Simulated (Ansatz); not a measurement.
C2H6Cl2Se2Zr, SMILES `C[Se][Zr]([Cl])([Cl])[Se]C` at its PBE0-D4/def2-TZVP geometry, where that method's forces vanish. The species carries charge 0 and has multiplicity 1. Zr takes the def2 core potential.

```xyz
13

C    -1.2793    0.1352   -2.4631
Se   -2.0519    1.4995   -1.2647
Zr   -0.8059    0.3506    0.5955
Cl   -1.1658   -1.9715    0.5854
Cl   -1.4130    1.2954    2.6389
Se    1.6408    0.8021    0.1533
C     2.0573   -0.2966    1.7374
H    -0.8075    0.6631   -3.2884
H    -2.0832   -0.5067   -2.8140
H    -0.5167   -0.4804   -1.9756
H     2.6599    0.3090    2.4104
H     1.1628   -0.6222    2.2768
H     2.6026   -1.1777    1.4081
```

Task: What forces (eV/Å) does ωB97M-V/def2-TZVPP give on these atoms in the Gaussian-basis code of Ansatz? (Estimate.)

Result: Ansatz gave: 
```
C1   0.039 -0.056 -0.042
Se2 -0.051  0.059  0.051
Zr3  0.058  0.035 -0.086
Cl4 -0.017 -0.080  0.004
Cl5 -0.025  0.028  0.067
Se6  0.031  0.055 -0.068
C7   0.007 -0.041  0.055
H8  -0.036 -0.071  0.066
H9   0.088  0.043  0.019
H10 -0.050  0.027 -0.057
H11 -0.058 -0.075 -0.048
H12  0.065  0.007 -0.014
H13 -0.051  0.071  0.053
```
